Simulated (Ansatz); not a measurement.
Input and output for `[CH2]1[S][InH]1`.

```yaml
crystal:
  periodic: [false, false, false]
  atoms:
    - {symbol: C, position_ang: [-0.227305, -0.729690, -0.493598]}
    - {symbol: S, position_ang: [-1.321046, 0.764429, -0.644271]}
    - {symbol: In, position_ang: [0.606334, 0.722606, 0.772629]}
    - {symbol: H, position_ang: [0.313506, -0.984970, -1.399891]}
    - {symbol: H, position_ang: [-0.702961, -1.591431, -0.035169]}
    - {symbol: H, position_ang: [1.331482, 1.819057, 1.800299]}
basis:
  gaussian: {orbitals: STO-3G}
total_charge: 1
magnetization: {spin_polarized: false, initial_magnetization: 1}
hamiltonian: {xc: {name: wB97M-V}, pseudopotentials: {relativity: none}}
```

```sh
$ ansatz run in.yaml --threads 2 --pin off --events-out ev --progress --plain --max-ram 4352MiB
```

It prints (some lines left out):

```
Functional definition: wB97M-V
574 factors; integrals over basis functions are off by at most 5.4e-5 eV
145 factors; integrals over basis functions are off by at most 7.7e-7 eV
mean field evaluation 1: about -166476.2503 eV, gradient 2.3e1 eV
mean field evaluation 2: about -166476.2238 eV, gradient 2.3e1 eV
mean field evaluation 4: about -166479.5551 eV, gradient 3.8e0 eV
mean field evaluation 8: about -166479.6273 eV, gradient 2.9e-1 eV
mean field evaluation 16: about -166479.6294 eV, gradient 1.7e-4 eV
mean field evaluation 64: about -166479.6835 eV, gradient 1.2e-3 eV
mean field -166479.68353491 eV, -6118.0155259254 hartree, gradient 1.0e-5 eV, S^2 0.750000; 2 other end points of the search recorded, 0 dependent functions left out
reference -166479.68355965 eV, -6118.0155268348 hartree; 37, 36 occupied and 7, 8 virtual orbitals, 574 factors
Total energy: -166479.68355965 eV, -6118.0155268348 hartree
```

Hardware: 2 threads of an Arm Neoverse V1 on a shared host. Wall time 67 s, peak host memory 0.36 GiB.
